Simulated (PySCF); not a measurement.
Compound: C6H6ClF (charge +1 and doublet state).
Cartesian coordinates in Å at the GFN2-xTB level; atoms count from 1:
```
atom  x, y, z in Å
C1     2.9775    0.0483   -0.0155
C2     1.6572    0.1008   -0.3402
Cl3    1.2189    0.3163   -1.9830
C4     0.6442   -0.0137    0.6822
F5     1.1514   -0.0936    1.9078
C6    -0.7348   -0.0558    0.6362
C7    -1.6001   -0.0286   -0.4791
C8    -2.9486   -0.0611   -0.3123
H9     3.3035   -0.0805    1.0064
H10    3.7407    0.1320   -0.7731
H11   -1.2051   -0.1350    1.6129
H12   -1.1883    0.0104   -1.4758
H13   -3.3989   -0.0816    0.6690
H14   -3.6184   -0.0585   -1.1577
```

The hyperfine couplings belong to this conformer and change with its torsions.

Identity: `C=C(Cl)/C(F)=C\[CH][CH2+]` [radical] (charge +1).

Method used: PySCF, UKS B3LYP, pcH-1 on C Cl F H, non-relativistic, mean-field spin-orbit, GIAO. The structure is a single GFN2-xTB conformer in the gas phase; no vibrational or solvent corrections. A GFN2-xTB geometry isn't a minimum of the functional, and hyperfine couplings can be far from their values at a DFT geometry, by a factor of two or more for some ions and for spin on atoms past the first row. The SCF solution wasn't tested for stability. ⟨S²⟩ is 0.778 where a pure state has 0.75.

(1) Where do the isotropic ENDOR lines of F5, H14, H13, H10, H9, H11 and H12 fall at 338.7 mT, to first order?

(2) Which pairs are centred on the nuclear Larmor frequency, and which on half the coupling?

(3) At what field would the lower line of H9 fall to zero frequency?

Answers

(1) For S = 1/2 in fast tumbling each set of equivalent nuclei gives two lines, ν± = |νn ± a/2| to first order, with νn = g_N μN B/h and μN/h = 7.62259 MHz/T.

```
nuclei  isotope     g_N  νn (MHz)  a_iso (MHz)  lower line (MHz)  upper line (MHz)
    F5      19F  5.2577     13.57        34.29              3.57             30.72
   H14       1H  5.5857     14.42       -27.66              0.59             28.25
   H13       1H  5.5857     14.42       -26.41              1.22             27.63
   H10       1H  5.5857     14.42       -24.12              2.36             26.48
    H9       1H  5.5857     14.42       -23.69              2.58             26.26
   H11       1H  5.5857     14.42       -13.90              7.47             21.37
   H12       1H  5.5857     14.42         1.20             13.82             15.02
```

(2) Centred on νn, since |a| < 2νn: H14, H13, H10, H9, H11 and H12. Centred on |a|/2 and split by 2νn: F5.

(3) Where νn = |a|/2, that is B = 11.84 MHz/(5.5857 × 7.62259 MHz/T) = 278 mT, as far as first order holds there.

H13 and H14 aren't averaged: C8 is flat or nearly so (angle sum 360°), and its turn about the short C8–C7 bond (1.36 Å) is taken as slow.

On one thread of an Arm Neoverse V1 (shared host), this took 1.9 min of wall time (with the writing of density and orbital grids) and 0.96 GiB of memory at its peak.

The SMILES draws the unpaired electron on C7; the largest computed Mulliken spin population is on C8 (0.43 against -0.04).
